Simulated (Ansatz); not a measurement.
Two shapes of singlet TiO2.

Shape 1:

```xyz
3

Ti   -0.0424    0.0219   -0.3737
O    -0.0202    1.3567    0.5682
O    -0.0139   -1.3736    0.5339
```

Shape 2:

```xyz
3

Ti    0.0000    0.0000   -0.3577
O     0.0000    1.2196    0.4918
O     0.0000   -1.2196    0.4918
```

Basis set: 6-31G* (spherical functions). Frozen core: 7 orbitals. Charge 0, multiplicity 1.

Computed with Ansatz (development build ahead of 0.2.0); each method stands on the lowest determinant of its kind that the runs found.

Problem. Which shape is lower in energy, and by how much in each method?

Solution.

```json
{"method": "RHF", "E(2) − E(1) (eV)": "0.885"}
{"method": "RHF-MP2", "E(2) − E(1) (eV)": "1.819"}
```

Shape 1 is lower. Caution: no unrestricted run beside it, a lower state can exist; other spin multiplicities were not run.
